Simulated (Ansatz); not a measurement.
`N[CH2][ZnH]` → `[CH3][Zn][NH2]`  (isomerisation)

Gas-phase electronic energies from Ansatz, PBE0-D4/def2-TZVP geometries. CCSD(T)/CBS is the MP2 limit (def2-TZVPP, def2-QZVPP) plus CCSD(T) − MP2 in def2-TZVPP, frozen cores. Functionals use def2-TZVPP. HSE06 is defined as in plane-wave codes. For Zn outer-core shells are correlated without core-valence functions, which leaves a few kJ/mol of doubt a bond. Scalar relativity is left out up to krypton. Each species was taken in one conformer, which may not be the lowest.

**Question.** Is it downhill or uphill in electronic energy at CCSD(T)/CBS, and by how much? (An estimate is asked.)

**Answer.** The calculation gave: Downhill: ΔE = -1.36 eV.

**Question.** What do these levels give: r2SCAN0-D4, HSE06-D4, PBE, revPBE, BLYP, CCSD/CBS(def2)? (Estimate.)

**Answer.** Ansatz gave: r2SCAN0-D4 -1.29, HSE06-D4 -1.23, PBE -1.24, revPBE -1.24, BLYP -1.27, CCSD/CBS(def2) -1.34 eV.

Largest T1 diagnostic among the species: 0.014.

In def2-TZVPP, CCSD(T) changes the Hartree–Fock value by −0.11 eV (the triples alone add −0.01 eV) and MP2 by −0.22 eV. Leaving LDA and LC-ωPBE aside and taking each functional with its dispersion term where it has one, the values, not all of them listed here, spread over 0.16 eV, from B2PLYP to revPBE-D4. At CCSD(T), def2-SVP lies +0.28 eV from the extrapolated value and def2-TZVPP +0.05 eV.
